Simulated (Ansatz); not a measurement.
A made-up structure of GeH$_{3}$O (charge +1), singlet:

```
5
angstrom
O -0.2268 0.4086 -0.2654
Ge 0.8232 -0.5446 0.6655
H 0.4934 -1.9945 0.9282
H -1.0356 0.0100 -0.6230
H 0.1029 1.3164 -0.3561
```

It is relaxed with PBE-D4/def2-SVP and then PBE0-D4/def2-TZVP (Ansatz 0.2.0). Atoms count as bonded within 1.22 times the sum of their covalent radii (H–H: 0.88 Å). The end point is not checked to be a true minimum.

**Question.** Does its bonding change? (A judgement: the text doesn't fix the answer.)

**Answer.** Computed: No: no bond forms or breaks.

Where it ends: The first stage lowers the energy by 1.98 eV in 6 steps. It ends as GeH₃O ([OH2][GeH]), total charge +1:
```
5
angstrom
O -0.1837 0.3679 -0.2268
Ge 1.1939 -0.5911 0.9021
H 0.2574 -1.8601 0.7442
H -0.9940 -0.0203 -0.5884
H -0.1165 1.2994 -0.4820
```

Labels in which every atom is bracketed show which atoms are joined, not bond orders.

For scale, one of the runs: PBE0-D4/def2-TZVP relaxation, 97 basis functions, launched by `ansatz run in.yaml --threads 2 --pin off --events-out ev --progress --plain --max-ram 4352MiB`. Hardware: 2 CPU threads of an Arm Neoverse V2, shared host. Wall time about 6.5 s.
